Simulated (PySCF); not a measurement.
Telling isomers of C$_{6}$H$_{12}$F$_{2}$O apart by NMR

Rapidly exchanging positions averaged, isolated molecule, relativity neglected, one computed conformer. Structure optimised with PBE0-D3(BJ)/def2-SVP; σ from GIAO-PBE0/pcSseg-1; PySCF.

δ = σ(ref) − σ, references computed at the same level: $^{1}$H (σ = 31.27 ppm), $^{13}$C (σ = 184.41 ppm) vs TMS. Splittings of carbon signals by F and P are missing where no couplings were computed. Where no couplings were computed, multiplicities follow the n + 1 count of equivalent neighbours, and m marks all less simple cases (inequivalent or close neighbours, rings, F or P nearby). Shifts are as computed. Against solution values, carbons near 30 ppm lie about +2 ppm off and those near 130 ppm about +5 ppm. Of 1211 compounds with measured shifts, 218 miss one by over three times the rms of a fit or turn the order of signals round; such compounds aren't used in these exercises.

(1) Tabulate the signals of `CC(C)O[C@H](C)C(F)F`, `CC(C)(F)OC(C)(C)F` and their relative energies.

(2) What is the quickest way to tell CC(C)O[C@H](C)C(F)F from CC(C)(F)OC(C)(C)F?

Answers

(1) 
| SMILES | carbon types | δC | δH | E rel. (kcal/mol) |
| --- | --- | --- | --- | --- |
| CC(C)O[C@H](C)C(F)F | 3×CH 3×CH3 | 120.7, 75.9, 74.0, 25.3, 23.1, 17.1 | 5.27 (m, 1H), 3.22 (m, 1H), 2.99 (m, 1H), 1.17 (d, 3H), 1.12 (d, 3H), 1.09 (d, 3H) | 14.1 |
| CC(C)(F)OC(C)(C)F | 2×C 4×CH3 | 113.6, 28.8 | 1.52 (m, 12H) | 0.0 |

Energies are electronic energies at PBE0/pcSseg-1 on these geometries, without zero-point or thermal terms, each for the one conformer computed, which needn't be the lowest.

(2) Count the carbon signals: 6 against 2. The first has an sp3 CH bonded to 2 F at 120.7 ppm, the second a fully substituted sp3 carbon bonded to F and O (C) at 113.6 ppm. In the proton spectra the most deshielded non-exchanging signals are 5.27 (m, 1H) and 1.52 (m, 12H).
